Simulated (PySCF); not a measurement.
Spinor energies of Ne³⁺ (neon, charge +3)

Start: [He] 2s1 2p4; 2s1/2 filled at m_j = +1/2; 2p1/2 filled at m_j = +1/2; 2p3/2 filled at m_j = -1/2, +1/2, +3/2. Calculated with PySCF 2.14 in x2c-TZVPall-2c with one added diffuse shell each of s, p, d type (6s4p3d1f, 40 functions): generalised Hartree-Fock with the X2C-1e Hamiltonian and a Gaussian nucleus; one run each with spin-orbit coupling (SO) switched off, then screened by Boettger's factors. This is a chosen level, not necessarily the ground level.

| spinor shell | electrons | ε, spin-free (eV) | ε, screened SO (eV) | weight of nominal j (screened SO) | rms radius, screened SO (bohr) |
| --- | --- | --- | --- | --- | --- |
| 1s1/2 | 2 | -973.73 | -973.71 | 1.000 | 0.182 |
| 2s1/2 | 1 | -126.47 | -126.47 | 1.000 | 0.852 |
| 2p3/2 | 3 | -94.336 | -97.601 | 0.663 | 0.834 |
| 2p1/2 | 1 | -94.336 | -84.565 | 0.662 | 0.872 |

| quantity | spin-free | screened SO |
| --- | --- | --- |
| E (hartree) | -123.39729 | -123.39894 |
| M_J | 5/2 | 5/2 |
| ⟨J²⟩ | 8.753 | 8.753 |
| ⟨L²⟩ | 2.001 | 2.001 |
| ⟨S²⟩ | 3.752 | 3.752 |

Each row is a mean over spinors that exchange with the open shell spreads, by up to 7.715 eV (1s1/2).

Rows whose weight is well below 1 are mixtures of j = l ± 1/2: exchange outweighs spin-orbit coupling there, and the label is only the starting occupation.

Without spin-orbit coupling the j labels of p, d and f shells carry no meaning; the spin-free column gives the mean over the occupied spinors of each nl shell.
